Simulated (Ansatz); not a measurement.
The same path of C₂H₈BNS (13 atoms, charge 0, multiplicity 1) was run twice with different band settings. Lost on the way: S4–H5. Made: N2–H5.

Theory: RKS PBE/def2-SVP (Ansatz 0.2.0).

Relaxed end points:

```xyz
13
Properties=species:S:1:pos:R:3
B -0.676 0.497 0.023
N -0.133 -0.614 0.708
C 1.114 -1.300 0.429
S -2.280 1.239 0.535
H -2.564 0.420 1.588
C 0.048 1.179 -1.215
H -0.648 -1.009 1.497
H 1.817 -1.262 1.292
H 0.957 -2.372 0.175
H 1.623 -0.827 -0.432
H -0.541 2.005 -1.658
H 0.248 0.443 -2.023
H 1.033 1.601 -0.918
```

```xyz
13
Properties=species:S:1:pos:R:3
B -0.964 0.612 -0.175
N -0.160 -0.268 0.977
C 0.719 -1.372 0.524
S -2.660 0.573 0.065
H -0.978 -0.611 1.518
C 0.027 1.281 -1.215
H 0.361 0.378 1.594
H 1.136 -1.939 1.379
H 0.123 -2.053 -0.112
H 1.548 -0.959 -0.080
H -0.528 1.947 -1.901
H 0.550 0.526 -1.844
H 0.826 1.885 -0.728
```

Common settings: spring 5.0 eV/Å²; optimiser quadratic models (default); start path through a guess of the saddle point; force threshold 0.05 eV/Å; iteration limit 60; end points relaxed.

| run | movable images | climbing image |
| --- | --- | --- |
| 1 | 9 | yes |
| 2 | 1 | no |

Q: What does each run give, and how far can it be trusted?

A: Run 1: converged after 19 iterations, highest image 1.498 eV above the first end. A vibrational analysis at the climbing image gives one clearly imaginary mode, 1144i cm⁻¹: a first-order saddle point.
Run 2: converged after 13 iterations, highest image 0.992 eV above the first end. The highest image is an end point: on this band no image between the ends rises above it. So few images can step over the top or miss a turn of the path.
The orbitals stay closed-shell, which can raise the energy where a bond breaks towards radicals; this wasn't checked here.
